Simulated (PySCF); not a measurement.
NbOF₃, SMILES [O]=[Nb]([F])([F])[F], multiplicity 1. Atoms are numbered in the order given.

```xyz
5

Nb     0.0000     0.0000    -0.0245
O      0.0000     0.0000    -1.7161
F      1.5383     0.8882     0.5457
F      0.0000    -1.7763     0.5457
F     -1.5383     0.8882     0.5457
```

Geometry: B3LYP-D3(BJ)/def2-SVP. The multiplicity is an assumed one; other spin states were not compared. The def2 effective core potentials stand for the cores of Nb; spin–orbit coupling is left out.

Computed with PBE/def2-TZVPD in PySCF.

Symmetry labels are those of the subgroup Cs that the program uses (full group C3v).

Computed valence orbital energies around the gap with their symmetry:
| orbital | symmetry | energy (eV) |
|---|---|---|
| HOMO−7 | A' | -11.65 |
| HOMO−6 | A' | -11.08 |
| HOMO−5 | A" | -10.73 |
| HOMO−4 | A' | -10.73 |
| HOMO−3 | A" | -10.67 |
| HOMO−2 | A' | -9.19 |
| HOMO−1 | A' | -8.99 |
| HOMO | A" | -8.99 |
| LUMO | A' | -3.25 |
| LUMO+1 | A" | -3.25 |
| LUMO+2 | A' | -1.64 |
| LUMO+3 | A" | -1.64 |
